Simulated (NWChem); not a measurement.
C₂H₈SSi; SMILES C[SiH](C)S

```xyz
12

Si    -0.3939     0.3845     0.0000
C      0.2708     1.2142    -1.5471
C      0.2708     1.2142     1.5471
S      0.0482    -1.7325     0.0000
H     -1.8880     0.4076     0.0000
H      1.3716     1.1760    -1.5722
H     -0.1070     0.7136    -2.4511
H     -0.0311     2.2736    -1.5828
H     -0.1070     0.7136     2.4511
H      1.3716     1.1760     1.5722
H     -0.0311     2.2736     1.5828
H      1.3907    -1.5724     0.0000
```
Atoms are numbered in this order, from 1.

Program: NWChem. Pople sets run with spherical d functions. The geometry was optimised at PBE0/def2-SVP. B3LYP is NWChem's, with the RPA form of VWN correlation. GIAO values for the isolated, static molecule; σ is the absolute isotropic shielding, δ = σ(reference) − σ with the isolated reference molecule computed at the same levels (13C: tetramethylsilane, 1H: tetramethylsilane, 29Si: tetramethylsilane).

```csv
level,δ Si1 (ppm),δ C2 (ppm),σ S4 (ppm),δ H5 (ppm),δ H6 (rotor mean) (ppm),δ H12 (ppm)
Hartree-Fock/6-31G*,7.0,2.4,765.6,4.66,0.21,-0.40
B3LYP/6-31G*,15.9,3.4,708.4,4.80,0.21,-0.53
BHandHLYP/pcSseg-1,[?],3.3,712.2,[?],[?],[?]
```

Q: What belongs in the gaps?

A: 
- BHandHLYP/pcSseg-1, δ Si1 (ppm): 1.6
- BHandHLYP/pcSseg-1, δ H5 (ppm): 4.47
- BHandHLYP/pcSseg-1, δ H6 (rotor mean) (ppm): 0.31
- BHandHLYP/pcSseg-1, δ H12 (ppm): -0.12
